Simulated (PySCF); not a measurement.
Cartesian coordinates (Å):
```xyz
4

O      1.2873    -0.4452     0.7885
C      0.4811     0.4141     0.8227
O     -0.7662     0.4436     0.4043
H     -0.9954    -0.4197     0.0123
```
Charge 0, spin multiplicity 2.

Task: Predict the highest occupied spin orbital, dipole moment and total energy from PySCF with PBE-D3(BJ)/def2-TZVP // PBE0-D4/def2-TZVP.

Result: 
```json
{
  "highest_occupied_spin_orbital": "-5.55 eV",
  "dipole_moment": "2.00 D",
  "total_energy": "-188.9849 Ha"
}
```
